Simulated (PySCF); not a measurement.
GeH2MeF, CH₅FGe.
Structure used (PBE0-D3(BJ)/def2-SVP), in Å, numbered top down from 1:
```
atom  x, y, z in Å
Ge1    0.475   -0.678    0.347
H2     0.438   -0.753    1.884
H3     1.913   -0.786   -0.191
C4    -0.478    0.855   -0.353
H5    -0.027    1.784    0.026
H6    -1.531    0.822   -0.040
H7    -0.435    0.865   -1.452
F8    -0.355   -2.108   -0.221
```

Method used: PySCF, TDDFT B3LYP/def2-SVPD, vertical, gas phase, core orbitals frozen in the response. The B3LYP/def2-SVPD calculation is non-relativistic and has no spin–orbit coupling, an omission that weighs most on germanium.

Transition dipole moments from the ground state, in atomic units and in the frame of the coordinates above (overall signs are arbitrary), for the states with f of 0.002 or more among the lowest 8:

```csv
state,E (eV),μx,μy,μz
S1,7.625,-0.023,-0.152,-0.015
S3,8.177,0.100,-0.348,0.078
S4,8.403,-0.265,0.006,0.370
S5,8.692,0.752,-0.767,0.537
S6,8.797,0.395,-0.002,-0.570
S7,9.354,-0.117,-0.021,-0.102
S8,9.544,-0.083,0.025,0.096
```

**Question.** Work out the oscillator strengths.

**Answer.** f = (2/3) ΔE |μ|² with ΔE in hartree (27.2114 eV).

```tsv
state	|μ|² (au)	|μ| (D)	f
S1	0.024	0.39	0.004
S3	0.138	0.94	0.028
S4	0.208	1.16	0.043
S5	1.443	3.05	0.307
S6	0.481	1.76	0.104
S7	0.025	0.40	0.006
S8	0.017	0.33	0.004
```

**Question.** What angle do the transition dipoles of S4 and S5 make?

**Answer.** |cos θ| = |μa·μb| / (|μa| |μb|) = 0.01, so θ ≈ 89° (taken between 0 and 90°, since the signs are arbitrary).

**Question.** What peak molar absorption coefficient would the strongest computed level give as a lone Gaussian band 0.3 eV wide at half height?

**Answer.** ε(max) = 2.175×10⁸ f / FWHM, with the width in cm⁻¹. S5: 2.175×10⁸ × 0.3073 / 2420 ≈ 28000 L mol⁻¹ cm⁻¹.

The vertical ionisation energy (ΔSCF) is 11.42 eV, 1.87 eV above S8.

The run took 22 s of wall time on Arm Neoverse V1, one thread, no GPU, shared host.
